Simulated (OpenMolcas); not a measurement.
# S: the spin-orbit constant, thermal populations, worked from levels

* Program: OpenMolcas
* Basis: ANO-R2 [5s4p3d1f]
* Scalar Hamiltonian: X2C, finite nucleus
* Active space: 4 electrons in 3 orbitals (3p)
* State averaging: 2S+1 = 3 even, 3 roots; 2S+1 = 1 even, 6 roots
* Spin-orbit coupling: RASSI with atomic mean-field integrals over the reference wave functions, term energies averaged over their components

Methods: CASSCF; SS-CASPT2, IPEA 0.25 Eh, imaginary shift 0.1 Eh (closed shells correlated: 2s 2p 3s). Measured levels: NIST Handbook of Basic Atomic Spectroscopic Data.

**The spin-orbit constant.** For the Hund term 3P of p4, E(J) = (A/2) J(J+1) + constant and ζ = -2S·A = -2A. From J = 0 to J = 2 the energy changes by 3 A.

```
   Source  E(2) - E(0)       A    ζ
   CASSCF       -543.2  -181.1  362
SS-CASPT2       -542.4  -180.8  362
 measured       -573.6  -191.2  382
```

All in cm-1. SS-CASPT2 is off by -5.4 % and CASSCF by -5.3 %. Both methods take the spin-orbit matrix elements from the reference wave functions, so the second can move ζ only through the term energies and any multistate remixing. Second-order mixing with other terms is absorbed into this ζ.

**Thermal populations.** Z = Σ (2J + 1) exp(-E/kT) with k = 0.695035 cm-1/K, over the levels below. No other level of either list lies under 52600 cm-1, which is above 7 kT at each temperature.

```csv
Level,2J + 1,SS-CASPT2,measured
3s2 3p4 3P2,5,0.0,0.0
3s2 3p4 3P1,3,371,396
3s2 3p4 3P0,1,542,574
3s2 3p4 1D2,5,9720,9239
3s2 3p4 1S0,1,23910,22180
```

| T (K) | Z, SS-CASPT2 | Z, measured levels | Ground level (%), SS-CASPT2 | Ground level (%), measured levels |
| --- | --- | --- | --- | --- |
| 3000 | 8.329 | 8.300 | 60.0 | 60.2 |
| 5000 | 8.858 | 8.877 | 56.4 | 56.3 |
| 8000 | 9.598 | 9.663 | 52.1 | 51.7 |

At 8000 K, kT = 5560 cm-1, and the computed levels give Z = 5.000 + 2.806 + 0.907 + 0.871 + 0.014 = 9.598.

CASPT2 breaks the degeneracy within a term, and the mean is taken; among the terms shown or strongly mixed into the levels shown the widest spread is 180 cm-1 (3s2 3p4 1D, SS-CASPT2). With the s shell closed, the reference lacks s² → p² mixing. Without dynamic correlation excited terms often stand tens of per cent too high (terms of higher spin than the ground term too low), and those without a measured partner can miss by more than the paired ones (holds for CASSCF). Measured partners are found by configuration, term and J. A level has none where our copy of the source lacks it or the pairing is in doubt (some pairs that miss far off the trend of their configuration count as doubtful), and it then counts in no deviation. Only configurations of the active space appear.
